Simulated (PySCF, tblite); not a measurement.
Isomers of C6H11OPSi, one GFN2-xTB conformer each. Single-point energies are computed at PBE0/pcSseg-1 (PySCF, gas phase, no added dispersion term), electronic only.

| SMILES | GFN2-xTB relative energy (kcal/mol) |
| --- | --- |
| C=CC(=C)[Si@H](P)C(C)=O | 65.8 |
| Cc1cp(CO)cc1[SiH3] | 35.4 |
| O=P1(C[SiH3])C=CCC=C1 | 0.0 |

Conformers: `[CH2:1]=[CH:2][C:3](=[CH2:4])[Si@H:5]([PH2:6])[C:7]([CH3:8])=[O:9]` with C1–C2–C3–C4 -179°, C2–C3–Si5–P6 178°, C3–Si5–P6–H -173° and -81°, C3–Si5–C7–C8 -142°; `[CH3:1][c:2]1[cH:3][p:4]([CH2:5][OH:6])[cH:7][c:8]1[SiH3:9]` with C3–P4–C5–O6 49°, P4–C5–O6–H -53°; `[O:1]=[P:2]1([CH2:3][SiH3:4])[CH:5]=[CH:6][CH2:7][CH:8]=[CH:9]1` with O1–P2–C3–Si4 61°, O1–P2–C5–C6 -147°, C5–C6–C7–C8 32°, C6–C7–C8–C9 -32°, O1–P2–C9–C8 147°.

Question: What does PBE0/pcSseg-1 give for the same structures?

Answer: 
| SMILES | PBE0/pcSseg-1 E (Eh) | PBE0/pcSseg-1 (kcal/mol) | GFN2-xTB (kcal/mol) | point group |
| --- | --- | --- | --- | --- |
| O=P1(C[SiH3])C=CCC=C1 | -940.63143 | 0.0 | 0.0 | C1 |
| Cc1cp(CO)cc1[SiH3] | -940.60816 | 14.6 | 35.4 | C1 |
| C=CC(=C)[Si@H](P)C(C)=O | -940.60010 | 19.7 | 65.8 | C1 |

Both levels put the same isomer lowest; measured from each level's own lowest isomer, the values differ by up to 46.1 kcal/mol (C=CC(=C)[Si@H](P)C(C)=O: 65.8 against 19.7). As drawn, the lowest has a P=O bond, which the highest lacks; the highest has a C=O bond, which the lowest lacks.

Question: Which frontier levels, dipoles and rotational constants go with these structures?

Answer: 
| SMILES | HOMO (eV, PBE0/pcSseg-1) | LUMO (eV) | dipole (D) | A, B, C (MHz) |
| --- | --- | --- | --- | --- |
| O=P1(C[SiH3])C=CCC=C1 | -7.56 | -0.85 | 5.00 | 1963, 863.5, 768.2 |
| Cc1cp(CO)cc1[SiH3] | -6.77 | -1.45 | 1.27 | 1817, 807.1, 718.9 |
| C=CC(=C)[Si@H](P)C(C)=O | -6.67 | -1.19 | 1.81 | 1183, 1045, 659.4 |

Question: What happens when harmonic zero-point energies from GFN2-xTB frequencies are added?

Answer: 
| SMILES | ZPE (kcal/mol) | electronic (kcal/mol) | with ZPE (kcal/mol) |
| --- | --- | --- | --- |
| O=P1(C[SiH3])C=CCC=C1 | 92.5 | 0.0 | 0.0 |
| Cc1cp(CO)cc1[SiH3] | 92.1 | 14.6 | 14.2 |
| C=CC(=C)[Si@H](P)C(C)=O | 91.0 | 19.7 | 18.2 |

The zero-point energies span 1.5 kcal/mol. The order is unchanged.

Question: As an exercise, what shares would exp(−E/RT) give at 2000 K from these electronic energies alone (no entropy, no degeneracies)?

Answer: RT = 3.974 kcal/mol: O=P1(C[SiH3])C=CCC=C1 96.9 %, Cc1cp(CO)cc1[SiH3] 2.5 %, C=CC(=C)[Si@H](P)C(C)=O 0.7 %.
